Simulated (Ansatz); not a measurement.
Molecule: sum formula SiICl2, charge 0, multiplicity 2. It need not be the lowest isomer of its formula. SMILES: Cl[Si](Cl)I
Coordinates optimised at B3LYP-D3(BJ)/def2-TZVP (Ansatz, an electronic-structure program):
```
Si
Cl 1 2.0631
Cl 1 2.0631 2 108.36
I 1 2.4657 2 110.40 3 121.01
```
Charge 0, spin multiplicity 2.

Computed values are from Ansatz. Cores are frozen in the correlated levels unless marked. Open shells are spin-unrestricted. No spin-orbit coupling. Frozen are the shells of the preceding noble gas and the d and f shells that filled before the atom's block. In def2 rows, elements after Kr have scalar-relativistic effective core potentials. CBS(X,Y): correlation extrapolated as X^-3; Hartree-Fock from the larger set.

**Question.** What is the T1 diagnostic at CCSD/def2-QZVPPD?

**Answer.** 0.014.

**Question.** What is the dipole moment at CCSD(T)/def2-SVPD?

**Answer.** 0.65 D.

**Question.** What is the total energy at CCSD(T)/CBS(def2-TZVPPD,def2-QZVPPD)?

**Answer.** -1505.5774 Eh.

**Question.** What is the atomisation energy De at CCSD(T)/CBS(def2-TZVPPD,def2-QZVPPD)?

**Answer.** 1036.3 kJ/mol.
